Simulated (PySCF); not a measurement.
Molfile (atoms numbered from 1):
```
C10H20Si2
     RDKit          3D

 32 32  0  0  0  0  0  0  0  0999 V2000
   -3.8839    2.0038    0.9584 C   0  0  0  0  0  0  0  0  0  0  0  0
   -3.1238    1.5443   -0.0366 C   0  0  0  0  0  0  0  0  0  0  0  0
   -1.6506    1.3012    0.0372 C   0  0  0  0  0  0  0  0  0  0  0  0
   -1.2680   -0.1560   -0.2196 C   0  0  2  0  0  0  0  0  0  0  0  0
   -1.8338   -1.1470    0.8250 C   0  0  0  0  0  0  0  0  0  0  0  0
   -0.7273   -2.1870    1.0870 C   0  0  0  0  0  0  0  0  0  0  0  0
    0.3337   -1.9318    0.0126 C   0  0  0  0  0  0  0  0  0  0  0  0
    0.2487   -0.4211   -0.2231 C   0  0  1  0  0  0  0  0  0  0  0  0
    1.1612    0.1554   -1.7735 Si  0  0  0  0  0  4  0  0  0  0  0  0
    2.9745   -0.3636   -1.7247 C   0  0  0  0  0  0  0  0  0  0  0  0
    3.8860   -0.0325   -0.7905 C   0  0  0  0  0  0  0  0  0  0  0  0
    3.6134    1.0799    0.6953 Si  0  0  0  0  0  4  0  0  0  0  0  0
   -3.4522    2.2538    1.9333 H   0  0  0  0  0  0  0  0  0  0  0  0
   -4.9601    2.1533    0.8371 H   0  0  0  0  0  0  0  0  0  0  0  0
   -3.5988    1.3069   -0.9981 H   0  0  0  0  0  0  0  0  0  0  0  0
   -1.2687    1.6086    1.0264 H   0  0  0  0  0  0  0  0  0  0  0  0
   -1.1427    1.9407   -0.7074 H   0  0  0  0  0  0  0  0  0  0  0  0
   -1.6616   -0.4422   -1.2137 H   0  0  0  0  0  0  0  0  0  0  0  0
   -2.7647   -1.6091    0.4643 H   0  0  0  0  0  0  0  0  0  0  0  0
   -2.1018   -0.6106    1.7492 H   0  0  0  0  0  0  0  0  0  0  0  0
   -1.0989   -3.2227    1.0756 H   0  0  0  0  0  0  0  0  0  0  0  0
   -0.2821   -2.0227    2.0811 H   0  0  0  0  0  0  0  0  0  0  0  0
    0.0693   -2.4677   -0.9169 H   0  0  0  0  0  0  0  0  0  0  0  0
    1.3403   -2.2690    0.3032 H   0  0  0  0  0  0  0  0  0  0  0  0
    0.6912    0.0946    0.6511 H   0  0  0  0  0  0  0  0  0  0  0  0
    1.0503    1.6377   -1.9560 H   0  0  0  0  0  0  0  0  0  0  0  0
    0.5321   -0.5037   -2.9629 H   0  0  0  0  0  0  0  0  0  0  0  0
    3.3070   -1.0299   -2.5347 H   0  0  0  0  0  0  0  0  0  0  0  0
    4.8993   -0.4494   -0.8942 H   0  0  0  0  0  0  0  0  0  0  0  0
    4.8308    1.9150    0.9279 H   0  0  0  0  0  0  0  0  0  0  0  0
    3.3672    0.2688    1.9296 H   0  0  0  0  0  0  0  0  0  0  0  0
    2.4376    1.9760    0.4767 H   0  0  0  0  0  0  0  0  0  0  0  0
  1  2  2  0
  2  3  1  0
  3  4  1  0
  4  5  1  0
  5  6  1  0
  6  7  1  0
  7  8  1  0
  8  9  1  0
  9 10  1  0
 10 11  2  0
 11 12  1  0
  8  4  1  0
  1 13  1  0
  1 14  1  0
  2 15  1  0
  3 16  1  0
  3 17  1  0
  4 18  1  6
  5 19  1  0
  5 20  1  0
  6 21  1  0
  6 22  1  0
  7 23  1  0
  7 24  1  0
  8 25  1  1
  9 26  1  0
  9 27  1  0
 10 28  1  0
 11 29  1  0
 12 30  1  0
 12 31  1  0
 12 32  1  0
M  END
```

Geometry: PBE0-D3(BJ)/def2-SVP; GIAO absolute shieldings from PySCF 2.14.0 with density-fitted response routines, gas phase, non-relativistic, averaged over equivalent atoms.

At PBE/pcSseg-1 (318 basis functions):
```
      atoms  σ (ppm)
        C10     22.1
        C11     29.7
         C2     32.2
         C1     59.8
         C4    131.8
         C3    132.9
         C8    143.5
         C7    144.2
         C5    145.2
         C6    151.0
        Si9    381.1
       Si12    418.1
        H28    23.74
        H29    24.07
        H15    25.22
        H13    25.91
        H14    26.02
        H26    26.32
H30/H31/H32    26.92
        H27    27.20
        H17    28.31
        H24    29.33
        H19    29.44
        H21    29.47
        H18    29.63
        H16    29.68
        H22    29.69
        H20    29.98
        H23    29.98
        H25    30.30
```

Task: Estimate the result of repeating the calculation with PBE0/pcSseg-1.

Result: 
```csv
atoms,σ at PBE0/pcSseg-1,change
C10,24.8,+2.7
C11,32.1,+2.4
C2,35.5,+3.3
C1,61.6,+1.8
C4,139.4,+7.6
C3,139.9,+7.0
C8,151.1,+7.6
C7,150.6,+6.4
C5,151.2,+6.0
C6,156.7,+5.7
Si9,395.6,+14.5
Si12,430.5,+12.4
H28,23.85,+0.11
H29,24.16,+0.09
H15,25.31,+0.09
H13,25.91,+0.00
H14,26.02,+0.00
H26,26.56,+0.24
H30/H31/H32,27.07,+0.15
H27,27.31,+0.11
H17,28.57,+0.26
H24,29.53,+0.20
H19,29.61,+0.17
H21,29.62,+0.15
H18,29.86,+0.23
H16,29.77,+0.09
H22,29.83,+0.14
H20,30.12,+0.14
H23,30.15,+0.17
H25,30.58,+0.28
```

The largest change is at Si9 (silicon bonded to 2 C, 2 H). Cost: 318 basis functions. The order of the carbon signals changes between the two levels.
